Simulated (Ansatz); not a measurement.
Relaxation of C₅H₁₅NO₂Si (24 atoms, charge 0, multiplicity 1), to a largest force component of 0.02 eV/Å in at most 40 steps.

The calculation used Ansatz, RKS r2SCAN/STO-3G.

```xyz
24
Properties=species:S:1:pos:R:3
Si 0.000 0.000 0.000
O 0.000 0.000 1.680
C -1.111 -0.344 2.494
H -1.814 -0.978 1.914
H -0.758 -0.904 3.386
H -1.631 0.581 2.821
N 1.716 0.000 -0.606
C 2.407 -1.273 -0.857
H 1.743 -1.947 -1.437
H 3.336 -1.083 -1.433
H 2.664 -1.752 0.111
C 2.411 1.273 -0.845
H 3.038 1.188 -1.757
H 1.665 2.082 -0.984
H 3.057 1.512 0.026
O -0.791 1.371 -0.559
C -2.151 1.418 -0.965
H -2.769 0.822 -0.261
H -2.502 2.471 -0.964
H -2.247 0.998 -1.988
C -0.881 -1.526 -0.623
H -1.380 -2.038 0.226
H -1.641 -1.233 -1.377
H -0.145 -2.215 -1.088
```

**Question.** Where does it end, and by what steps?

**Answer.** It converged. Limits of this set-up: minimal basis. After 39 steps the energy has fallen by 1.057 eV; H20 moved furthest, 1.42 Å.

```csv
step,energy less start (eV),largest force component (eV/Å),accepted
0,0.0000,3.282,yes
2,-0.7494,0.448,yes
4,-0.8848,0.648,yes
6,-0.8478,1.269,no
8,-0.9452,0.049,yes
10,-0.9481,0.043,yes
12,-0.9487,0.228,no
14,-0.9533,0.127,yes
16,-0.9553,0.078,yes
18,-0.9619,0.227,yes
20,-0.9610,0.333,no
22,-0.9754,0.152,yes
24,-0.9512,0.577,no
26,-0.9855,0.062,yes
28,-0.9927,0.210,yes
30,-1.0073,0.371,yes
32,-1.0290,0.390,yes
34,-1.0366,0.233,no
36,-1.0538,0.094,yes
38,-1.0572,0.058,yes
39,-1.0575,0.017,yes
```

```xyz
24
Properties=species:S:1:pos:R:3
Si -0.169 -0.149 0.104
O 0.395 -0.228 1.722
C -0.724 -0.431 2.638
H -1.248 -1.403 2.488
H -0.315 -0.433 3.667
H -1.492 0.372 2.584
N 1.217 0.092 -0.969
C 2.124 -1.084 -1.140
H 1.528 -1.974 -1.401
H 2.831 -0.886 -1.967
H 2.728 -1.322 -0.237
C 2.022 1.310 -0.638
H 2.688 1.557 -1.485
H 1.333 2.156 -0.473
H 2.656 1.195 0.267
O -1.118 1.280 0.058
C -1.682 1.464 -1.275
H -2.428 0.684 -1.549
H -2.207 2.440 -1.282
H -0.915 1.487 -2.081
C -1.105 -1.684 -0.443
H -2.156 -1.642 -0.135
H -1.078 -1.787 -1.532
H -0.668 -2.591 -0.009
```

Whether the end is a true minimum wasn't checked by a vibrational analysis.

Time of the run: 6 min on 2 threads of Arm Neoverse V1 (shared host), peak memory 0.22 GiB.
